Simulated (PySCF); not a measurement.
A calculated (PBE0, PySCF 2.14, aug-cc-pV(T+d)Z, no relativity, point nucleus) atom or ion has these occupied shells.

```csv
shell,electrons,orbital energy (eV),"rms radius, mean of both spins (bohr)"
1s α,1,-2451.5,0.113
1s β,1,-2451.1,0.113
2s α,1,-245.32,0.522
2s β,1,-244.91,0.522
2p α,3,-189.23,0.493
2p β,3,-188.60,0.493
3s α,1,-42.467,1.70
3s β,1,-39.074,1.70
3p α,2,-30.581,1.89
```

Task: Name the element and its charge.

Result: S²⁺ (sulfur, charge +2), in [Ne] 3s2 3p2, high-spin 3P determinant.
